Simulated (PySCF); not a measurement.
Compound: C6H10FPS.
Numbering: `[CH3:1][CH2:2][C:3]1=[C:4]([F:5])[CH2:6][P@H:7](=[S:8])[CH2:9]1`

Probes without a nucleus sit at each ring's centroid and 1 Å off its mean plane on both sides; NICS is minus the shielding there, NICSzz its component along the normal. Level: GIAO PBE0/pcSseg-1 (PySCF, non-relativistic, gas phase) on the GFN2-xTB geometry, one conformer.

Ring bond lengths (Å), with Mayer bond orders in brackets: C3–C4 1.329 (1.75), C4–C6 1.496 (1.05), C6–P7 1.848 (0.88), P7–C9 1.849 (0.88), C9–C3 1.505 (1.00).

**Question.** Give the NICS values of each ring in ppm.

**Answer.** 
```
          ring                                                     type  NICS(0)  NICS(1), two faces  NICS(1)zz, two faces  rms pucker (Å)  centre to ring atoms, mean (Å)
C3–C4–C6–P7–C9  5-membered ring with P; formal bonds 1 double, 4 single     -5.8         -5.2 / -2.4            -1.7 / 2.2            0.14                            1.35
```

**Question.** What do they say, and how far can they be read as aromaticity?

**Answer.** 
- C3–C4–C6–P7–C9: mean NICS(1)zz 0.3 ppm, near zero. C6, P7, C9 have four or more neighbours, so the value isn't read as a sign of a π ring current. The two faces differ by 3.9 ppm, so no symmetry operation interchanges them.

**Question.** What is the mean of the two in-plane components of NICS at the second NICS(1) probe listed for ring C3–C4–C6–P7–C9, 1 Å off the ring?

**Answer.** The isotropic value is a third of the trace: (3 × -2.4 − (2.2))/2 = -4.7 ppm.

**Question.** What are the shieldings of the ring atoms and their hydrogens in the same run (means over atoms taken as equivalent)?

**Answer.** 
| atoms | environment | σ isotropic (ppm) | principal values of the symmetric part, first atom (ppm) |
| --- | --- | --- | --- |
| C3 | fully substituted alkene carbon | 63.1 | -40.2, 91.2, 138.4 |
| C4 | vinylic C–F carbon | 27.7 | -60.0, 58.2, 84.9 |
| C6 | sp3 carbon bound to phosphorus | 146.4 | 122.2, 143.7, 173.4 |
| P7 | phosphorus bonded to 2 C, S and H | 315.3 | 176.7, 271.9, 497.5 |
| C9 | sp3 carbon bound to phosphorus | 144.8 | 122.3, 136.4, 175.7 |
| H on C6 | methylene hydrogen | 28.82 | 25.8, 27.6, 33.1 |
| H on C6 | methylene hydrogen | 28.85 | 25.3, 27.4, 33.9 |
| H on P7 | P–H hydrogen | 24.40 | 20.1, 22.6, 30.5 |
| H on C9 | methylene hydrogen | 28.99 | 25.1, 29.5, 32.4 |
| H on C9 | methylene hydrogen | 29.32 | 25.6, 28.9, 33.5 |
